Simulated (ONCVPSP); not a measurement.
# P (Z = 15): one change to an ONCV potential, before and after

```
Element                 : P (Z = 15)
Generator               : ONCVPSP 4.0.1
Type                    : optimised norm-conserving Vanderbilt (ONCV)
Functional              : PBE
Relativity              : scalar-relativistic
Frozen core             : [Ne]
Valence charge          : 5
Reference configuration : 3s2 3p3
Partial waves           : 3s: rc 1.55 bohr, ncon 4, nbas 8, qcut 4.5 1/bohr, 2 projectors, debl 3.5 Ha; 3p: rc 1.45 bohr, ncon 5, nbas 9, qcut 5.4 1/bohr, 3 projectors, debl 3.1 Ha
Local potential         : polynomial inside 1.15 bohr (lpopt 5, dvloc0 0 Ha)
Core correction         : none
```

All-electron outer shells of the reference configuration (PBE, scalar-relativistic, ld1.x):

```json
{"shell": "2s", "level (eV)": "-173.99", "outermost node (bohr)": "0.14", "outermost maximum (bohr)": "0.42"}
{"shell": "2p", "level (eV)": "-124.49", "outermost node (bohr)": "–", "outermost maximum (bohr)": "0.36"}
{"shell": "3s", "level (eV)": "-13.97", "outermost node (bohr)": "0.65", "outermost maximum (bohr)": "1.58"}
{"shell": "3p", "level (eV)": "-5.51", "outermost node (bohr)": "0.64", "outermost maximum (bohr)": "1.83"}
```

Change: s: qcut 2.6.

Cutoffs: the cutoffs (Ha) at which the residual kinetic energy of the hardest occupied pseudo-wave falls to 1 and 0.1 mHa per electron; they do not see the model core or the augmentation charge, which bear on the density cutoff. Errors are all-electron minus pseudo energies relative to the spin-unpolarised reference configuration.

**Question.** What does the change do?

**Answer.** The potential gets harder (9.9 Ha and 104 Ha → 60 Ha and 104 Ha); both files keep a bound ghost (p); of the 4 tests that both files solve, the error grows in 3 and shrinks in 1 by more than 15 % and 0.3 meV (median size 2.6 → 13.3 meV).

```tsv
quantity	base	changed
cutoff, loose	9.9 Ha	60 Ha
cutoff, tight	104 Ha	104 Ha
loose cutoff by channel	s 9.9 Ha, p 5.5 Ha	s 60 Ha, p 5.5 Ha
bound ghosts	p	p
GHOST(+) flags under 300 eV	s at 116.5 eV	s at 127.4 eV
error for 3s2 3p2, meV [ΔE 9.73 eV]	-0.9	+0.2
error for 3s2 3p1, meV [ΔE 28.88 eV]	+0.2	+8.0
error for 3s2 3p0, meV [ΔE 58.62 eV]	+21	+47
error for 3s0 3p5, meV [ΔE 17.20 eV]	+4.2	+19
s: phases at 1.57 bohr within 0.05 rad from the reference energy up to (Ha; the scan ends near 5)	4.1	4.4
p: phases at 1.47 bohr within 0.05 rad from the reference energy up to (Ha; the scan ends near 5)	to the end of the scan	to the end of the scan
```

Base: The cutoffs count occupied waves only; projector 2 of the p channel, the hardest unoccupied one, needs 145 Ha at the loose tolerance. A true bound ghost makes a file unfit for plane-wave use even where its test errors are small: the radial tests pick states by their node count and pass the ghost by.
